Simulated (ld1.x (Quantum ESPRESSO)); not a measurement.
Pseudopotential generation for palladium: RRKJ, revPBE, scalar-relativistic.

Pd (Z = 46), norm-conserving RRKJ (Kleinman–Bylander form), made with ld1.x (Quantum ESPRESSO) 7.5 (revPBE, scalar-relativistic). Core [Ar] 3d10, reference 4s2 4p6 4d9.5 5s0 5p0 (charge +0.5). Waves: 4p (bound): rc 1.65 bohr; 4d (bound): rc 1.54 bohr; 4s (bound): rc 1.10 bohr. Local part: the s channel. Core correction: none.

Poles of the logarithmic derivatives, all-electron (AE) and pseudo (PS). s: poles at -6.3 (AE) and -6.3 (PS) Ry. p: poles at -3.5 (AE) and -3.5 (PS) Ry. d: poles at 0.9 (AE) and 0.9 (PS) Ry. Test radius 1.80 bohr.

- Cutoffs needed: 120 Ry and 230 Ry (the cutoffs (Ry, on a coarse ladder) from which the occupation-weighted sum of valence levels, in a spherical-Bessel basis at the reference potential, stays within 10 and 1 mRy of its value at 400 Ry)
- Ghost test: no extra level below or beside the all-electron valence levels (p, d, s, f tested) (spherical-Bessel basis up to 400 Ry, 20 bohr box)
- Largest excitation error: +222 meV (all-electron minus pseudo) for 4s2 4p6 4d8 5s1 5p0, out of 7 test configurations
